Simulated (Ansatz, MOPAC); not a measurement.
Process, species as SMILES: [SiH3]CC [ethylsilane] -> CC[SiH2] + H atom (the H-Si bond breaks)

Wanted: bond dissociation energy (enthalpy at 298 K), in kcal/mol. Set-up: non-relativistic; no spin-orbit coupling; open shells spin-unrestricted; frozen cores in correlated levels; six Cartesian d functions in 6-31G* and its kin unless marked 5d; dispersion terms only where a functional's name holds one. Basis-set limits of correlation are two-point, X^-3; Hartree-Fock from the larger set. First-principles rows: single points at B3LYP-D3(BJ) geometries (Ansatz, an electronic-structure program), with unscaled harmonic terms from B3LYP/6-31G* (Ansatz) at its own minima. Semi-empirical rows: MOPAC heats of formation at their own minima for 298 K.

```json
[
 {"species": "CC[SiH3]", "coefficient": "-1", "E at B3LYP/6-31G* (Ansatz), Eh": "-370.52055", "E at PBE/def2-TZVPD (Ansatz), Eh": "-370.27344", "H(298 K) - E, kcal/mol": "60.77", "heat of formation at MNDO (MOPAC), kcal/mol": "-21.71"},
 {"species": "CC[SiH2]", "coefficient": "+1", "E at B3LYP/6-31G* (Ansatz), Eh": "-369.86886", "E at PBE/def2-TZVPD (Ansatz), Eh": "-369.62879", "H(298 K) - E, kcal/mol": "54.64", "heat of formation at MNDO (MOPAC), kcal/mol": "10.45"},
 {"species": "H atom", "coefficient": "+1", "E at B3LYP/6-31G* (Ansatz), Eh": "-0.50027", "E at PBE/def2-TZVPD (Ansatz), Eh": "-0.49962", "H(298 K) - E, kcal/mol": "1.48", "heat of formation at MNDO (MOPAC), kcal/mol": "52.10"}
]
```

Coupled cluster (Ansatz) is a level with limits of its own, used here on species with T1 under 0.025 (0.045 for open shells) and stable references: CCSD(T)/CBS(aug-cc-pV(T+d)Z,aug-cc-pV(Q+d)Z). Value to compare with, CCSD(T)/CBS(aug-cc-pV(T+d)Z,aug-cc-pV(Q+d)Z) (Ansatz): 92.6 kcal/mol. 1 Eh = 627.5095 kcal/mol.

### Question
Compute it at each level from the table, and compare with CCSD(T)/CBS(aug-cc-pV(T+d)Z,aug-cc-pV(Q+d)Z) (Ansatz).

### Answer

- B3LYP/6-31G*: the sum of coefficient times E is 0.15142 Eh, or 95.02 kcal/mol; the thermal terms add -4.65. Result: 90.4 kcal/mol. Its difference against CCSD(T)/CBS(aug-cc-pV(T+d)Z,aug-cc-pV(Q+d)Z) (Ansatz) is -2.2 kcal/mol.
- PBE/def2-TZVPD: the sum of coefficient times E is 0.14503 Eh, or 91.01 kcal/mol; the thermal terms add -4.65. Result: 86.4 kcal/mol. Its difference against CCSD(T)/CBS(aug-cc-pV(T+d)Z,aug-cc-pV(Q+d)Z) (Ansatz) is -6.2 kcal/mol.
- MNDO: the sum of coefficient times heat of formation is 84.26 kcal/mol; it needs no thermal term. Its difference against CCSD(T)/CBS(aug-cc-pV(T+d)Z,aug-cc-pV(Q+d)Z) (Ansatz) is -8.3 kcal/mol.
